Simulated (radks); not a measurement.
Task: All-electron atom: Cl II in [Ne] 3s2 3p4. All-electron calculation, Dirac Kohn-Sham, BLYP, spin-unpolarised, spherical densities, point nucleus; open shells are shared between the two j in proportion to 2j + 1; speed of light set to 13703.6 atomic units (100 times the physical value, a model run). Program: a radial shooting solver on a logarithmic mesh with Libxc functionals. Some entries of the table are withheld. Estimate them.

| orbital | occ. | eigenvalue (eV) | <r^2> (bohr^2) | <1/r> (bohr^-1) |
|---|---|---|---|---|
| 1s1/2 | 2 | -2755.125 | 0.01123 | 16.55 |
| 2s1/2 | 2 | -263.6769 | 0.2369 | 3.284 |
| 2p1/2 | 2 | (1) | 0.2069 | 3.200 |
| 2p3/2 | 4 | (2) | 0.2069 | 3.200 |
| 3s1/2 | 2 | -31.7430 | (3) | (4) |
| 3p1/2 | 1.33333 | -19.2880 | 3.463 | 0.7970 |
| 3p3/2 | 2.66667 | -19.2880 | 3.463 | 0.7970 |

Result: 
(1) 2p1/2 eigenvalue (eV): -204.5133
(2) 2p3/2 eigenvalue (eV): -204.5131
(3) 3s1/2 <r^2> (bohr^2): 2.582
(4) 3s1/2 <1/r> (bohr^-1): 0.9269
